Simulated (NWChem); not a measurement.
System: SiH₂F₂; SMILES F[SiH2]F

NWChem input:

```
start job
memory heap 200 mb stack 900 mb global 1100 mb
geometry units angstroms noautosym nocenter noautoz
  Si     0.000000     0.000000     0.432824
  F      1.315072     0.000000    -0.524469
  F     -1.315072     0.000000    -0.524469
  H      0.000000     1.257849     1.238243
  H      0.000000    -1.257849     1.238243
end
basis spherical
  * library def2-svp
end
dft
  xc m06-2x
  iterations 150
end
cosmo
  do_cosmo_smd true
  solvent propanol
end
task dft energy
```

Output (shortened):

```
             Northwest Computational Chemistry Package (NWChem) 7.3.0
             --------------------------------------------------------

                             Geometry "geometry" -> ""
                             -------------------------

 Output coordinates in angstroms (scale by  1.889725989 to convert to a.u.)

  No.       Tag          Charge          X              Y              Z
 ---- ---------------- ---------- -------------- -------------- --------------
    1 Si                  14.0000     0.00000000     0.00000000     0.43282400
    2 F                    9.0000     1.31507200     0.00000000    -0.52446900
    3 F                    9.0000    -1.31507200     0.00000000    -0.52446900
    4 H                    1.0000     0.00000000     1.25784900     1.23824300
    5 H                    1.0000     0.00000000    -1.25784900     1.23824300

 Effective nuclear repulsion energy (a.u.)     115.9293447940

                                 NWChem DFT Module
                                 -----------------

 Summary of "ao basis" -> "ao basis" (spherical)
 ------------------------------------------------------------------------------
       Tag                 Description            Shells   Functions and Types
 ---------------- ------------------------------  ------  ---------------------
 Si                         def2-svp                 8       18   4s3p1d
 F                          def2-svp                 6       14   3s2p1d
 H                          def2-svp                 3        5   2s1p

 in cosmo_initialize ...
 calling solv_data for solv:propanol

 solvent parameters
 solvname_short: propanol
 solvname_long:  1-propanol
 dielec:       20.5240
 dielecinf:     1.9182
 nonaqueous SMD model solvent descriptors
 dielec:       20.5240
 sola:          0.3700
 solb:          0.4800
 solc:          0.0000
 solg:         33.5700
 solh:          0.0000
 soln:          1.3850

          ---------------
          -cosmo- solvent
          ---------------
 Cosmo: York-Karplus, doi: 10.1021/jp992097l
 dielectric constant -eps-     =  20.52
 screen = (eps-1)/(eps    )    =   0.95128
 surface charge correction     = lagrangian

   van der Waals surface
 --------------------------

 ---------- ATOMIC COORDINATES (A.U.) ------------ VDWR(ANG.) --
     1    0.00000000    0.00000000    0.81791876     2.470
     2    2.48512574    0.00000000   -0.99110270     1.730
     3   -2.48512574    0.00000000   -0.99110270     1.730
     4    0.00000000    2.37698995    2.33993998     1.200
     5    0.00000000   -2.37698995    2.33993998     1.200
 number of segments per atom =        128
 number of   points per atom =        128
 atom (   nspa,  nppa )
 ----------------------
    1 (     92,     0 )       0
    2 (     66,     0 )       0
    3 (     66,     0 )       0
    4 (     32,     0 )       0
    5 (     32,     0 )       0
 number of -cosmo- surface points =      288
 molecular surface =     91.436 angstrom**2
 molecular volume  =     77.147 angstrom**3
 -lineq- algorithm             =   0
 -bem- low  level              =   3
 -bem- from -octahedral-
 gaussian surface charge width =   4.50000
 degree of switching           =   1.00000
 switching function tolerance  =   0.00010
 atomic radii =
 --------------
    1 14.000  2.470
    2  9.000  1.730
    3  9.000  1.730
    4  1.000  1.200
    5  1.000  1.200
 ...... end of -cosmo- initialization ......

 nat:                     5
 ixmem:                  1509
 calling mnsol_interface()
 G(SMD-CDS) energy (kcal/mol)  =     0.295
 SMD-CDS SASA (angstrom**2)    =   101.383

            General Information
            -------------------
          SCF calculation type: DFT
          Wavefunction type:  closed shell.
          No. of atoms     :     5
          No. of electrons :    34
           Alpha electrons :    17
            Beta electrons :    17
          Charge           :     0
          Spin multiplicity:     1
          Use of symmetry is: off; symmetry adaption is: off
          Maximum number of iterations: 150
          AO basis - number of functions:    56
                     number of shells:    26
          Convergence on energy requested:  1.00D-06
          Convergence on density requested:  1.00D-05
          Convergence on gradient requested:  5.00D-04

[...]

                                COSMO-SMD solvation results
                                ---------------------------

             internal energy in gas <Psi(g)|H|Psi(g)> =      -490.152808294726
         internal energy in solvent <Psi(s)|H|Psi(s)> =      -490.152350246352
                               delta internal energy  =         0.000458048374 (    0.29 kcal/mol)
   total free energy in solvent <Psi(s)|H+V/2|Psi(s)> =      -490.156960442785
 polarization energy contribution <Psi(s)|V/2|Psi(s)> =        -0.004610196433 (   -2.89 kcal/mol)
    total free energy in solvent including G(SMD-CDS) =      -490.156490198182
                       G(SMD-CDS) energy contribution =         0.000470244603 (    0.30 kcal/mol)
     1 M fixed-concentration free energy of solvation =        -0.003681903456 (   -2.31 kcal/mol)

                       DFT Final Molecular Orbital Analysis
                       ------------------------------------

 Vector   15  Occ=2.000000D+00  E=-5.140537D-01
              MO Center=  2.8D-08,  2.8D-10, -4.8D-01, r^2= 2.2D+00
   Bfn.  Coefficient  Atom+Function         Bfn.  Coefficient  Atom+Function
  ----- ------------  ---------------      ----- ------------  ---------------
    22      0.364744  2 F  px                36      0.364744  3 F  px
    24      0.298461  2 F  pz                38     -0.298461  3 F  pz
    25     -0.252452  2 F  px                39     -0.252452  3 F  px
    27     -0.216601  2 F  pz                41      0.216601  3 F  pz
    11     -0.070756  1 Si px                17      0.055631  1 Si d  1

 Vector   16  Occ=2.000000D+00  E=-4.841214D-01
              MO Center=  1.1D-08,  7.8D-10,  4.6D-01, r^2= 2.6D+00
   Bfn.  Coefficient  Atom+Function         Bfn.  Coefficient  Atom+Function
  ----- ------------  ---------------      ----- ------------  ---------------
    24      0.304589  2 F  pz                38      0.304589  3 F  pz
     3      0.233359  1 Si s                 47      0.229181  4 H  s
    52      0.229181  5 H  s                 27     -0.214341  2 F  pz
    41     -0.214341  3 F  pz                10      0.206198  1 Si pz
     2      0.151325  1 Si s                  4      0.142563  1 Si s

 Vector   17  Occ=2.000000D+00  E=-4.041168D-01
              MO Center=  1.4D-09,  9.7D-11,  8.6D-01, r^2= 2.4D+00
   Bfn.  Coefficient  Atom+Function         Bfn.  Coefficient  Atom+Function
  ----- ------------  ---------------      ----- ------------  ---------------
    47      0.323233  4 H  s                 52     -0.323233  5 H  s
     9      0.282215  1 Si py                48      0.226743  4 H  s
    53     -0.226743  5 H  s                 23      0.196557  2 F  py
    37      0.196557  3 F  py                26     -0.147094  2 F  py
    40     -0.147094  3 F  py                 6     -0.144845  1 Si py

 Vector   18  Occ=0.000000D+00  E= 7.116587D-02
              MO Center= -6.7D-09,  3.2D-10,  7.6D-01, r^2= 3.1D+00
   Bfn.  Coefficient  Atom+Function         Bfn.  Coefficient  Atom+Function
  ----- ------------  ---------------      ----- ------------  ---------------
    11      1.080810  1 Si px                21     -0.389431  2 F  s
    35      0.389431  3 F  s                  8      0.238980  1 Si px
    27     -0.172878  2 F  pz                41      0.172878  3 F  pz
    24      0.154366  2 F  pz                38     -0.154366  3 F  pz
    17     -0.147344  1 Si d  1               5     -0.142913  1 Si px

 Vector   19  Occ=0.000000D+00  E= 8.461179D-02
              MO Center=  2.9D-09, -1.4D-07,  4.5D-02, r^2= 3.2D+00
   Bfn.  Coefficient  Atom+Function         Bfn.  Coefficient  Atom+Function
  ----- ------------  ---------------      ----- ------------  ---------------
    13      1.167019  1 Si pz                48     -0.387449  4 H  s
    53     -0.387449  5 H  s                 21      0.370485  2 F  s
    35      0.370485  3 F  s                 10      0.220526  1 Si pz
    25     -0.195815  2 F  px                39      0.195815  3 F  px
     4     -0.182572  1 Si s                 22      0.160411  2 F  px

 Vector   20  Occ=0.000000D+00  E= 1.269063D-01
              MO Center= -2.0D-09, -1.3D-07,  1.0D+00, r^2= 3.8D+00
   Bfn.  Coefficient  Atom+Function         Bfn.  Coefficient  Atom+Function
  ----- ------------  ---------------      ----- ------------  ---------------
     4      1.883316  1 Si s                 48     -1.300590  4 H  s
    53     -1.300591  5 H  s                  3      0.620495  1 Si s
    13      0.503468  1 Si pz                 2      0.340334  1 Si s
    21     -0.274770  2 F  s                 35     -0.274770  3 F  s
    47     -0.177519  4 H  s                 52     -0.177519  5 H  s

     Multipole analysis of the density
     ---------------------------------

     L   x y z        total         alpha         beta         nuclear
     -   - - -        -----         -----         ----         -------
     0   0 0 0     -0.000000    -17.000000    -17.000000     34.000000

     1   1 0 0     -0.000000     -0.000000     -0.000000      0.000000
     1   0 1 0      0.000000      0.000000      0.000000      0.000000
     1   0 0 1      0.811570      1.260338      1.260338     -1.709106

     2   2 0 0    -19.965421    -65.565360    -65.565360    111.165299
     2   1 1 0     -0.000000     -0.000000     -0.000000      0.000000
     2   1 0 1      0.000000      0.000000      0.000000      0.000000
     2   0 2 0    -16.844142    -14.072152    -14.072152     11.300162
     2   0 1 1     -0.000000     -0.000000     -0.000000      0.000000
     2   0 0 2    -16.944910    -27.471273    -27.471273     37.997636
```

Level: M06-2X/def2-SVP, SMD on the gas-phase geometry. Geometry: optimised at PBE-D3(BJ)/def2-SVP. Solvent: 1-propanol.
